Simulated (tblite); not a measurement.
Calculated harmonic vibrations of the isolated species, GFN2-xTB (tblite), most abundant isotopes, no scaling. Against measured fundamentals such values can be off by several per cent, at times by over 20. Modes of hydrogen on silicon can be 10 to 20 % off. One conformer each. Thermal functions are those of the rigid rotor and harmonic oscillator, without mixing of conformers.

Task: Order these by their zero-point energy, highest first (kJ/mol).
A. `C=CP(N)CCC`
B. `FC(F)[C@@]12CCC[C@@H]1[C@@H](F)CC2`
C. `[C@@H]1([SiH2]C=C1C#N)Cl`
D. `CO[C@@H]1C[Si@H]1C`
E. `CC(C)OB1OCCO1`

Result: B (542.5), E (431.1), A (421.6), D (338.1), C (166.2).

```csv
SMILES,atoms,mass (u),symmetry number,modes under 300 cm⁻¹,ZPE (kJ/mol),S translation (J/(mol K)),S rotation,S vibration,S,Cp
FC(F)[C@@]12CCC[C@@H]1[C@@H](F)CC2,25,178.10,1,7,542.5,173.5,127.4,127.3,428.2,183.0
CC(C)OB1OCCO1,20,130.08,1,8,431.1,169.6,121.7,126.2,417.4,156.1
C=CP(N)CCC,19,117.07,1,9,421.6,168.3,120.4,124.6,413.3,157.5
CO[C@@H]1C[Si@H]1C,16,102.05,1,6,338.1,166.5,115.4,94.4,376.4,135.4
N#CC1=C[SiH2][C@@H]1Cl,11,128.98,1,4,166.2,169.5,120.7,77.4,367.5,125.0
```

Entropies and Cp are for 298.15 K and 1 bar.
